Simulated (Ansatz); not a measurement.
```yaml
crystal:
  periodic: [false, false, false]
  atoms:
    - {symbol: Cl, position_ang: [1.771090, 0.141200, -1.817609]}
    - {symbol: In, position_ang: [1.369284, -0.014332, -0.115949]}
    - {symbol: Cl, position_ang: [0.023723, -1.323038, 0.152512]}
    - {symbol: In, position_ang: [-1.550780, -0.007402, 0.400863]}
    - {symbol: Cl, position_ang: [-2.019104, 0.146108, -1.237126]}
    - {symbol: Cl, position_ang: [0.059777, 1.281990, 0.416035]}
    - {symbol: H, position_ang: [2.247620, -0.094937, 0.812839]}
    - {symbol: H, position_ang: [-2.181818, -0.090592, 1.736667]}
basis:
  gaussian: {orbitals: def2-SVP}
hamiltonian: {xc: {name: HF}}
scf: {lower_state_search: off}
```

```sh
$ ansatz run in.yaml --threads 2 --pin off --events-out ev --progress --plain --max-ram 20480MiB --backend cpu
```

It prints (some lines left out):

```
Functional definition: HF
1420 factors; integrals over basis functions are off by at most 2.6e-4 eV
mean field evaluation 1: about -60300.2382 eV, gradient 2.4e1 eV
mean field evaluation 2: about -60300.3525 eV, gradient 2.4e1 eV
mean field evaluation 4: about -60301.8165 eV, gradient 1.8e0 eV
mean field evaluation 8: about -60301.8288 eV, gradient 5.2e-5 eV
mean field -60301.82880388 eV, -2216.0513344951 hartree, gradient 3.4e-6 eV, S^2 0.000000; 0 other end points of the search recorded, 0 dependent functions left out
reference -60301.82880388 eV, -2216.0513344951 hartree; 56, 56 occupied and 78, 78 virtual orbitals, 1420 factors
Total energy: -60301.82880388 eV, -2216.0513344951 hartree
Checks for a lower state left out: stability, starts, cluster_reference, orbital_swaps, neighbouring_geometries, increment
```

Q: What is wrong with this run?

A: The geometry is squeezed to about two thirds of its size. Self-consistency was reached. The result belongs to that input, not to the molecule as meant.
